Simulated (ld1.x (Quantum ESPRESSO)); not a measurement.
Scattering properties, TM potential for Be (Z = 4)

```json
{"Element": "beryllium", "Generator": "ld1.x (Quantum ESPRESSO) 7.5", "Type": "norm-conserving Troullier–Martins (Kleinman–Bylander form)", "Functional": "PBE", "Relativity": "scalar-relativistic", "Frozen core": "[He]", "Valence charge": "2", "Reference configuration": "2s2 2p0", "Partial waves": "2s (bound): rc 2.15 bohr; 2p (bound, empty): rc 3.25 bohr; 3d channel at 0.35 Ry: rc 3.25 bohr", "Local potential": "the d channel", "Core correction": "a·sin(br)/r model core inside 1.95 bohr"}
```

The phase is arctan(r·u′/u) with u = r·R(r), unwrapped; energies in Ry, scanned from -2 to 5 Ry. A pole is an energy at which the radial function vanishes at the test radius. The pseudo phase is shifted by a multiple of π to meet the all-electron one at the reference energy, and phase errors are pseudo minus all-electron; the curves can meet again beyond the range given. Levels narrower than the energy grid can be missing from the lists of poles.

```csv
channel,radius (bohr),reference energy (Ry),"poles, all-electron","poles, pseudo",unbroken range about the reference energy with phases within 0.05 rad,phase error 1 Ry above the reference energy (rad)
s,3.56,-0.41,"-0.10, 2.97","-0.10, 2.65",below 0.9,-0.010
p,3.56,-0.15,"0.22, 2.75","0.22, 3.08",below 0.9,+0.033
d,3.56,0.35,1.68,1.69,below 2.8,+0.002
```

Phases in the s channel:

```
E (Ry)  all-electron  pseudo
 -2.00         1.347   1.347
 -1.52         1.297   1.297
 -1.04         1.179   1.179
 -0.56         0.152   0.151
 -0.08        -1.583  -1.583
  0.40        -1.802  -1.807
  0.88        -2.131  -2.174
  1.36        -3.688  -3.896
  1.84        -4.443  -4.502
  2.32        -4.611  -4.652
  2.80        -4.691  -4.736
  3.28        -4.749  -4.818
  3.76        -4.806  -4.971
  4.24        -4.888  -6.057
  4.72        -5.082  -7.572
```
